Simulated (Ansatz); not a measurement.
C10H10Cl4N2Sn (relaxed from a model of cis-Sn(py)2Cl4, whose bonding it doesn't keep), 27 atoms. Hardware: 2 threads of AMD EPYC 7R13 on a shared host and a share (18 GiB) of an NVIDIA H100 80GB HBM3.

In the def2 sets Sn takes a core potential; there is no spin–orbit coupling. Correlated methods freeze 36 core orbitals; core or outer-core shells of Sn are correlated, in sets that lack core-valence functions. Single mean-field runs in def2-TZVP are fitted with def2-universal-jkfit.

**Question.** How many basis functions does each of these Ansatz runs have, and roughly what does it cost? PBE-D4/def2-SVP, charge 0 singlet, energy, from earlier orbitals; LC-ωPBE/def2-TZVP, charge 0 singlet, energy, from earlier orbitals; LDA (SPW92)/def2-TZVP, charge 0 singlet, energy and forces, from earlier orbitals; r2SCAN-D4/def2-TZVP, charge 0 triplet at the geometry of the charge 0 singlet, energy, from earlier orbitals; ωB97X-V/def2-TZVP, charge 0 singlet, energy, from earlier orbitals; LC-ωPBE (ω = 0.15 bohr⁻¹)/def2-SVP, charge 0 singlet, energy, from earlier orbitals; LC-ωPBE (ω = 0.30 bohr⁻¹)/def2-SVP, charge 1 doublet at the geometry of the charge 0 singlet, energy, from earlier orbitals; PBE-D4/def2-TZVP, charge 1 doublet at the geometry of the charge 0 singlet, energy, from earlier orbitals; r2SCAN-D4/def2-TZVP, charge 0 singlet, energy and forces, from earlier orbitals; PBE0-D4/def2-TZVP, charge 0 triplet at the geometry of the charge 0 singlet, energy; RPA@PBE/def2-SVP, charge 0 singlet, energy, from earlier orbitals; HF/STO-3G, charge 0 singlet, energy.

**Answer.** Other jobs shared the machine, so times can vary by a factor of up to 3. A dash marks memory too small to be measured apart from the calling script's.

```
                                                                                                                        run  functions  fitting or Cholesky vectors  wall time  peak host memory (GiB)
                                                           PBE-D4/def2-SVP, charge 0 singlet, energy, from earlier orbitals        316                         3575      8.5 s                       –
                                                                                        HF/STO-3G, charge 0 singlet, energy        133                         1778      9.5 s                       –
                                        LC-ωPBE (ω = 0.15 bohr⁻¹)/def2-SVP, charge 0 singlet, energy, from earlier orbitals        316                         3575       13 s                       –
                                                          RPA@PBE/def2-SVP, charge 0 singlet, energy, from earlier orbitals        316                         3240       14 s                     1.6
LC-ωPBE (ω = 0.30 bohr⁻¹)/def2-SVP, charge 1 doublet at the geometry of the charge 0 singlet, energy, from earlier orbitals        316                         3575       14 s                     1.1
                                            r2SCAN-D4/def2-TZVP, charge 0 singlet, energy and forces, from earlier orbitals        630                         1814       15 s                       –
                                                         LC-ωPBE/def2-TZVP, charge 0 singlet, energy, from earlier orbitals        630                         1814       16 s                       –
                                                         ωB97X-V/def2-TZVP, charge 0 singlet, energy, from earlier orbitals        630                         1814       16 s                     1.2
                                          LDA (SPW92)/def2-TZVP, charge 0 singlet, energy and forces, from earlier orbitals        630                         1814       16 s                       –
                  PBE-D4/def2-TZVP, charge 1 doublet at the geometry of the charge 0 singlet, energy, from earlier orbitals        630                         1814       19 s                     1.2
               r2SCAN-D4/def2-TZVP, charge 0 triplet at the geometry of the charge 0 singlet, energy, from earlier orbitals        630                         1814       19 s                     1.4
                                        PBE0-D4/def2-TZVP, charge 0 triplet at the geometry of the charge 0 singlet, energy        630                         1814       21 s                     1.2
```
